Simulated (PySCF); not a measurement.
This PySCF input asks for the NMR shieldings of `InChI=1S/C5H16N2OSi/c1-4-5(8-3)9(6)7-2/h5,7,9H,4,6H2,1-3H3/t5-,9+/m0/s1`; the geometry comes from GFN2-xTB.

```python
import basis_set_exchange as bse
import numpy as np
from pyscf import gto, dft
from pyscf.prop import nmr

atoms = """
C    -1.397497   -1.619048    0.174327
C    -1.526104   -0.597508   -0.947144
C    -0.698492    0.663295   -0.691842
O    -1.030605    1.317099    0.528609
C    -2.274804    1.963827    0.541435
Si    1.191287    0.423035   -0.591286
N     1.690611   -0.669998   -1.832381
N     1.516387   -0.119839    1.010785
C     2.846346   -0.372103    1.511613
H    -2.037215   -2.479154   -0.016040
H    -1.691505   -1.169028    1.119607
H    -0.368501   -1.955766    0.266086
H    -2.580466   -0.330664   -1.071931
H    -1.186505   -1.025656   -1.892075
H    -0.899555    1.357543   -1.522075
H    -2.385810    2.627530   -0.325700
H    -2.308369    2.557745    1.454507
H    -3.110897    1.254861    0.548567
H     1.857920    1.678019   -0.976199
H     1.203431   -1.543890   -1.950552
H     2.676870   -0.815142   -1.968634
H     0.899452    0.226809    1.730856
H     2.809260   -1.083784    2.339105
H     3.349371    0.536743    1.859462
H     3.444457   -0.800780    0.710034
"""
names = dict.fromkeys(["C", "O", "Si", "N", "H"], "pcSseg-1")
basis = {el: gto.basis.parse(bse.get_basis(n, elements=[el], fmt="nwchem")) for el, n in names.items()}
mol = gto.M(atom=atoms, basis=basis, charge=0, verbose=0)
mf = dft.RKS(mol, xc="PBE0")
mf.grids.level = 2
mf.grids.alignment = dft.numint.BLKSIZE   # the property module wants whole blocks of grid points
mf.conv_tol = 1e-9
mf.kernel()

calc = nmr.RKS(mf)   # GIAO
C = mf.mo_coeff
Co = C[:, mf.mo_occ > 0]
resp = mf.gen_response(singlet=True, hermi=2)
def vind(x):   # induced exchange potential for any number of trial vectors
    d = np.einsum("pi,xij,qj->xpq", C, 2 * x.reshape(-1, C.shape[1], Co.shape[1]), Co, optimize=True)
    return np.einsum("xpq,pi,qj->xij", resp(d - d.transpose(0, 2, 1)), C, Co, optimize=True).ravel()
mo1, _ = nmr.rhf.solve_mo1(calc, with_cphf=vind)
sigma = calc.kernel(mo1)
for i, s in enumerate(sigma):   # ppm
    w = np.linalg.eigvalsh((s + s.T) / 2)
    print("%2d %-2s iso %8.1f  s11 %8.1f  s22 %8.1f  s33 %8.1f" % (i, mol.atom_pure_symbol(i), w.mean(), *w))
```

Question: What does it print?

Answer: 
```
 0 C  iso    174.8  s11    161.9  s22    179.8  s33    182.7
 1 C  iso    164.5  s11    149.7  s22    165.3  s33    178.4
 2 C  iso    111.1  s11     84.6  s22     90.5  s33    158.0
 3 O  iso    329.9  s11    297.6  s22    333.4  s33    358.7
 4 C  iso    127.7  s11     85.9  s22    112.5  s33    184.7
 5 Si iso    381.3  s11    345.7  s22    385.6  s33    412.6
 6 N  iso    248.2  s11    225.4  s22    239.2  s33    280.0
 7 N  iso    231.5  s11    206.3  s22    225.6  s33    262.6
 8 C  iso    157.5  s11    131.8  s22    153.4  s33    187.4
 9 H  iso     30.9  s11     26.1  s22     27.9  s33     38.8
10 H  iso     30.5  s11     26.4  s22     30.0  s33     35.1
11 H  iso     30.4  s11     25.1  s22     30.3  s33     35.7
12 H  iso     29.4  s11     24.5  s22     28.5  s33     35.2
13 H  iso     30.6  s11     27.0  s22     28.8  s33     35.9
14 H  iso     28.6  s11     25.8  s22     28.5  s33     31.5
15 H  iso     28.9  s11     24.9  s22     26.2  s33     35.6
16 H  iso     27.9  s11     23.6  s22     25.2  s33     35.0
17 H  iso     27.9  s11     23.1  s22     26.1  s33     34.6
18 H  iso     26.8  s11     23.5  s22     24.4  s33     32.5
19 H  iso     31.5  s11     23.8  s22     29.1  s33     41.6
20 H  iso     30.9  s11     23.6  s22     26.7  s33     42.3
21 H  iso     30.9  s11     20.7  s22     32.4  s33     39.5
22 H  iso     28.9  s11     23.4  s22     27.0  s33     36.4
23 H  iso     29.0  s11     23.3  s22     26.8  s33     37.0
24 H  iso     29.3  s11     24.4  s22     28.4  s33     35.0
```

These numbers come from an equivalent density-fitted implementation of the same equations, which agrees with the script to about 0.01 ppm for H and up to a few tenths of a ppm for heavy atoms, so last digits may differ.

Question: Turn these shieldings into chemical shifts. δ = σ(ref) − σ, references computed at the same level: 13C (σ = 186.93 ppm) and 29Si (σ = 349.16 ppm) and 1H (σ = 31.72 ppm) vs TMS; H2O for 17O (σ = 336.08 ppm); NH3 for 15N (σ = 267.73 ppm).

Answer: Averaging equivalent atoms: C 2: 75.9; C 4: 59.2; C 8: 29.4; C 1: 22.5; C 0: 12.1; O 3: 6.2; Si 5: -32.1; N 7: 36.2; N 6: 19.5; H 18: 4.89; H 15/16/17: 3.48; H 14: 3.08; H 22/23/24: 2.64; H 12: 2.31; H 13: 1.15; H 9/10/11: 1.13; H 21: 0.85; H 19/20: 0.54 ppm. Experimental scales use liquid or dissolved standards, which lie at an offset from isolated NH3 (liquid NH3: subtract about 20 ppm) and H2O (liquid H2O: subtract about 36 ppm).

Size and cost of the density-fitted run: 240 basis functions, 110 s wall time on 1 thread of an Arm Neoverse N1, shared host; peak memory 1.1 GiB.
